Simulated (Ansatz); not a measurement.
These are B3LYP-D3(BJ)/def2-TZVP // B3LYP-D3(BJ)/def2-SVP (Ansatz, an electronic-structure program) values and carry that method's errors. Isolated molecules, 0 K electronic values unless said otherwise. One relaxed conformer stands for a flexible species; it need not be the lowest. B3LYP has the VWN-RPA correlation part, as in Gaussian. 

Reference species (SMILES): `[OH][Ge]([OH])([CH3])[OH]` (neutral, multiplicity 1).

```json
{
 "LUMO": "-0.19 eV",
 "HOMO": "-8.25 eV",
 "vertical ionisation energy (Delta-SCF)": "10.50 eV",
 "HOMO–LUMO gap": "8.06 eV"
}
```

After one change: the LUMO hardly moves; the HOMO goes up by 0.49 eV; the vertical ionisation energy (Delta-SCF) falls by 0.72 eV; the HOMO–LUMO gap falls by 0.48 eV.

Question: Name the change that produced these shifts. The new species is one of these.
(A) `C[CH](C)[Ge]([OH])([OH])[OH]`
(B) `C=[CH][Ge]([OH])([OH])[OH]`
(C) `C=C[CH2][Ge]([OH])([OH])[OH]`
(D) `C[C](C)(C)[Ge]([OH])([OH])[OH]`

Answer: A, `C[CH](C)[Ge]([OH])([OH])[OH]`
